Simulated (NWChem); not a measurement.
BeNH2F; SMILES [NH2][Be][F]

```xyz
5

Be     0.0000     0.0000    -0.1005
F      0.0000     0.0000    -1.4865
N      0.0000     0.0000     1.4032
H      0.0000    -0.8244     1.9791
H      0.0000     0.8244     1.9791
```
Atoms are numbered in this order, from 1.

The geometry was optimised at PBE0-D3(BJ)/def2-TZVP.

Symmetry labels are those of C2v in the frame above (b1 and b2, or b-type labels, depend on it).

### Question
List the 4 lowest vertical singlet excitations and the 4 lowest triplet ones from Hartree-Fock/def2-SVP, CIS (NWChem).

### Answer
```
state  energy (eV)  oscillator strength  symmetry  leading excitation (squared amplitude)
-----  -----------  -------------------  --------  --------------------------------------
S1            6.98                0.098        b1                      HOMO → LUMO (0.89)
S2            8.12                0.000        a2                    HOMO → LUMO+1 (0.88)
S3            9.52                0.000        a2                    HOMO → LUMO+4 (0.91)
S4            9.63                0.005        b1                    HOMO → LUMO+3 (0.68)
T1            6.27       spin-forbidden        b1                      HOMO → LUMO (0.83)
T2            7.85       spin-forbidden        a1                    HOMO → LUMO+2 (0.88)
T3            7.95       spin-forbidden        a2                    HOMO → LUMO+1 (0.86)
T4            9.11       spin-forbidden        a2                    HOMO → LUMO+4 (0.88)
```
